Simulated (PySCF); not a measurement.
# [Ce(NH3)]3+ relaxed at several levels

Computed with PySCF 2.14.0, def2-SVP on the ligands, density fitting, scalar-relativistic core potentials, no spin-orbit coupling, vacuum. Each row is relaxed at its own level from the same template. Distances are means of the shortest metal–ligand contacts, charges and spins Mulliken's; removal energies are rigid, with the ligand's formal charge and no counterpoise, so too large; for an anion taken off a cation in vacuum most of it is the attraction of opposite charges, and multiply charged cations can part far more cheaply with an electron moved from ligand to metal. lcecp potentials hold a fixed number of 4f electrons in the core, out of states, spins and gaps.

```json
{"level": "PBE0", "basis on the metal": "lcecp-1-SVP with ECP47", "point group": "C3v", "M–NH3 (Å)": "2.454", "charge on M (e)": "2.53", "removal of one NH3 (eV)": "5.09", "unstable modes (below −25 cm⁻¹)": "0"}
```

**Question.** What does the calculation give for r2SCAN, lcecp-1-SVP with ECP47?

**Answer.** point group: C3v, M–NH3 (Å): 2.467, charge on M (e): 2.53, removal of one NH3 (eV): 5.02, unstable modes (below −25 cm⁻¹): not given.
```xyz
5

Ce    0.0000    0.0000   -0.2149
N     0.0000    0.0000    2.2524
H     0.9402    0.0000    2.7112
H    -0.4701    0.8142    2.7112
H    -0.4701   -0.8143    2.7112
```

One start shape was tried for each, so a minimum needn't be the lowest isomer.
